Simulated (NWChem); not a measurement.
# A calculation on H$_{2}$BI

```xyz
4

B      0.0000     0.0000    -1.8499
H     -1.0717     0.0000    -2.4113
H      1.0717     0.0000    -2.4113
I      0.0000     0.0000     0.2655
```
Charge 0, spin multiplicity 1.

The numbers come from NWChem runs, not from measurements. Structure: optimised with PBE/def2-SVP with def2 effective core potentials on I, a minimum by its harmonic frequencies.

Symmetry labels belong to the abelian group C2v used in the runs, with the axes of the coordinates shown.

Effective core potentials replace the inner electrons of I; spin-orbit coupling is left out. The structure started from a generated list of species.

**Question.** List the lowest 4 singlet excitations that TD-PBE/def2-SVPD with def2 effective core potentials on I gives, with oscillator strengths.

**Answer.** 
| state | symmetry | energy (eV) | wavelength (nm) | f |
|---|---|---|---|---|
| 1 | a2 | 3.34 | 371 | 0.000 |
| 2 | a1 | 4.95 | 250 | 0.106 |
| 3 | b2 | 5.62 | 221 | 0.000 |
| 4 | b1 | 6.02 | 206 | 0.015 |
